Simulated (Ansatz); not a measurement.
Abridged output of a molecular run in Ansatz:

```
Functional definition: HF
1758 factors; integrals over basis functions are off by at most 8.1e-4 eV
mean field evaluation 1: about -32097.9719 eV, gradient 1.8e1 eV
mean field evaluation 2: about -32098.0626 eV, gradient 1.9e1 eV
mean field evaluation 4: about -32099.3595 eV, gradient 2.8e0 eV
mean field evaluation 8: about -32099.3977 eV, gradient 2.2e-1 eV
mean field -32099.39817978 eV, -1179.6311253534 hartree, gradient 2.5e-6 eV, S^2 0.000000; 0 other end points of the search recorded, 0 dependent functions left out
17 core orbitals not correlated: weight in the atoms' cores, before any rotation towards them, 1.000 or more for the frozen orbitals, at most 0.000 for the correlated occupied ones
reference -32099.39817978 eV, -1179.6311253534 hartree; 28, 28 occupied and 161, 161 virtual orbitals, 1758 factors
second order -43.74956151 eV of doubles, -0.00000000 eV of singles
cycle   1  -40.38219292 eV  change     3.4e0 eV  update   1.3e-1
cycle   2  -41.40270097 eV  change    -1.0e0 eV  update   3.4e-2
cycle   3  -41.51375693 eV  change   -1.1e-1 eV  update   1.4e-2
cycle   4  -41.46841803 eV  change    4.5e-2 eV  update   3.5e-3
cycle   5  -41.46660567 eV  change    1.8e-3 eV  update   1.8e-3
cycle   6  -41.46839888 eV  change   -1.8e-3 eV  update   4.9e-4
cycle   7  -41.46785394 eV  change    5.4e-4 eV  update   2.0e-4
cycle   8  -41.46770103 eV  change    1.5e-4 eV  update   5.1e-5
cycle   9  -41.46776174 eV  change   -6.1e-5 eV  update   2.8e-5
perturbative correction -1.03312272 eV, -0.0379665598 hartree
Total energy: -32141.89906424 eV, -1181.1930040493 hartree
```

Its atoms:

```xyz
5

I    -1.186    1.827   -0.960
Si    0.055   -0.084   -0.127
I     1.958    0.641    1.192
I    -1.386   -1.535    1.179
H     0.558   -0.850   -1.284
```

Problem. Which basis set was used?
A. def2-SVPD
B. def2-TZVPPD
C. def2-TZVPP
D. cc-pV(D+d)Z

Solution. C. It gives 206 functions.

Problem. Write the keys of the input that set method, charge and spin (a neutral closed shell needs none for the last two).

Solution. 
```yaml
correlation: {method: ccsd_t}
```
